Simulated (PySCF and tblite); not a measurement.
C₁₀H₁₄O, numbered as in [CH3:1][CH2:2][CH2:3][CH2:4][O:5][c:6]1[cH:7][cH:8][cH:9][cH:10][cH:11]1.

The ensemble was built from 200 distance-geometry starts (ETKDG and KDG, MMFF94s, GFN2-xTB) and rests on GFN2-xTB geometries. Weights use PBE0-D3(BJ)/6-31G* energies plus GFN2-xTB zero-point and thermal terms (modes under about 100 cm⁻¹ blended into free rotors). Symmetry numbers and mirror images are counted. Conformers within 3 kcal/mol (GFN2-xTB free energy) were kept, 10 at most. GIAO shieldings: PBE0/6-31G*. Shifts are against TMS (¹H), TMS (¹³C) at the same level. Codes: tblite and PySCF.

Torsions listed: C1–C2–C3–C4, C2–C3–C4–O5, C3–C4–O5–C6, C4–O5–C6–C7. Of a mirror pair one member is shown.

```json
{"conformer": "1", "shape": "178°, -66°, 179°, -179°", "weight %": "39.1", "dipole D": "1.19"}
{"conformer": "2", "shape": "-71°, -65°, 177°, 2°", "weight %": "19.6", "dipole D": "1.18"}
{"conformer": "3", "shape": "180°, 180°, 180°, 180°", "weight %": "14.5", "dipole D": "1.42"}
{"conformer": "4", "shape": "67°, 174°, 179°, -179°", "weight %": "9.2", "dipole D": "1.43"}
{"conformer": "5", "shape": "177°, -62°, -75°, -7°", "weight %": "6.9", "dipole D": "1.25"}
```

Not shown: 5 more, 10.7 % in all.

Problem. How do the computed shifts compare with measured ones?

Solution. 
| nucleus | signal | leading conformer | average | measured | medium |
| --- | --- | --- | --- | --- | --- |
| ¹H | H1 | 1.12 | 1.09 | 0.97 | not stated per compound (mostly CDCl3 or CCl4) |
| ¹H | H2 | 1.88 | 1.78 | 1.47 | not stated per compound (mostly CDCl3 or CCl4) |
| ¹H | H3 | 1.85 | 1.91 | 1.76 | not stated per compound (mostly CDCl3 or CCl4) |
| ¹H | H4 | 4.05 | 4.12 | 3.94 | not stated per compound (mostly CDCl3 or CCl4) |

Measured values: Pretsch, Buehlmann, Badertscher, Structure Determination of Organic Compounds, 4th ed. (2009). Mean difference for ¹H: 0.19 ppm, scatter 0.07 ppm. The computed shifts are unscaled and lack vibrational corrections.
